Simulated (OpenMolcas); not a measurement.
# Mn5+, Tc5+, Re5+: d² down the group

```
Program             : OpenMolcas
Method              : XMS-CASPT2, IPEA 0.25 Eh, imaginary shift 0.1 Eh
Basis               : ANO-RCC-VTZP
Scalar Hamiltonian  : DKH2, point nucleus
Spin-orbit coupling : state interaction with AMFI integrals over the reference wave functions, term energies averaged over their components
```

Active space for each ion: 2 electrons in 5 orbitals (d); closed shells correlated by CASPT2: Mn5+ 3s 3p; Tc5+ 4s 4p; Re5+ 5s 5p.

Computed levels in cm-1 above ³F₂:

| Level | Mn5+ | Tc5+ | Re5+ |
| --- | --- | --- | --- |
| ³F₃ | 756 | 2080 | 8270 |
| ³F₄ | 1709 | 4400 | 14900 |
| ¹D₂ | 15900 | 11830 | 16900 |
| ³P₀ | 18790 | 12770 | 14880 |
| ³P₁ | 19060 | 13660 | 19790 |
| ³P₂ | 19670 | 15830 | 28300 |
| ¹G₄ | 26550 | 19350 | 27400 |
| ¹S₀ | 61680 | 43600 | 51650 |
| weight of ³F in the lowest level (%) | 100 | 98 | 88 |

Mixed levels, with the weight of the term that names them: Tc5+ ¹D₂ (74 %), Re5+ ¹D₂ (53 %), Re5+ ³P₂ (62 %).

Measured, with the error of the calculation in %. Measured levels: Mn5+ from Corliss and Sugar, J. Phys. Chem. Ref. Data 6, 1253 (1977).

| Level | Mn5+ |
| --- | --- |
| ³F₃ | 746 (+1.3) |
| ³F₄ | 1669 (+2.4) |
| ¹D₂ | 15336 (+3.7) |
| ³P₀ | 17782 (+5.7) |
| ³P₁ | 18057 (+5.6) |
| ³P₂ | 18628 (+5.6) |
| ¹G₄ | 25511 (+4.1) |

The fine-structure level ³F₄ changes by a factor of 8.72 from Mn5+ to Re5+.

Without spin-orbit coupling ¹D lies 15000, 9840, 8870 cm-1 above ³F in that order; the difference to the level ¹D₂, of either sign, comes from spin-orbit coupling, which also lowers the zero.

CASPT2 does not keep the components of a term degenerate, so their means are used; among the terms shown or strongly mixed into the levels shown the widest spread is 1600 cm-1 (4d² ³F, Tc5+). Computed and measured levels are paired by configuration, term and J; levels that our copy of the source lacks, or whose pairing is in doubt (as where it misses far off the trend of its configuration), stay unpaired and out of the deviations. Only configurations of the active space appear.
